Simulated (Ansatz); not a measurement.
`C=C=C[SiH3]` + H₂ → `C=C=C` + SiH₄ at 500 K and 1 bar (hydrogenolysis of a C–Si bond).

Computed with Ansatz on PBE0-D4/def2-TZVP structures; ΔE is electronic, products minus reactants. CBS: MP2 limit from def2 TZ/QZ plus the TZ coupled-cluster correction, frozen cores. This one scheme is used for every species.

```csv
species,CCSD(T)/CBS energy (Eh),H − E (kJ/mol),S (J/(mol·K))
`C=C=C[SiH3]`,-406.77843,226.9,370.0
H₂,-1.17544,41.0,145.5
`C=C=C`,-116.49399,171.5,278.2
SiH₄,-291.46306,102.4,230.9
```

H − E and S are ideal-gas, rigid-rotor, harmonic terms from PBE0-D4/def2-TZVP. The MP2-based limit puts H₂ 0.8 mEh under its directly extrapolated value; such offsets cancel only in part. 1 Eh = 2625.50 kJ/mol, R = 8.31446 J/(mol·K).

Q: By hand: ΔE, ΔH, ΔS and ΔG.

A: ΔE = (-116.49399) + (-291.46306) − (-406.77843) − (-1.17544) = -0.00318 Eh = -8.3 kJ/mol. Δ(H − E) = 171.5 + 102.4 − 226.9 − 41.0 = 6.0, so ΔH = -2.3 kJ/mol. ΔS = 278.2 + 230.9 − 370.0 − 145.5 = -6.4 J/(mol·K). ΔG = -2.3 − 500 × (-6.4)/1000 = 0.9 kJ/mol.

Q: By hand: the equilibrium constant, and the temperature at which ΔG would vanish if ΔH and ΔS stayed fixed.

A: log₁₀ K = −ΔG/(RT ln 10) = -0.1. ΔG = 0 at ΔH/ΔS = 359 K, though so small a ΔH makes that figure unsure.

TΔS isn't small against ΔH here. The sign of ΔG lies within the doubt. A doubt of 5 kJ/mol in ΔE shifts log₁₀ K by 0.5 here. These are equilibria of isolated gas molecules and say nothing of rates. Largest T1 diagnostic: 0.012 (customary marks: 0.02 for closed shells, 0.045 for open ones).
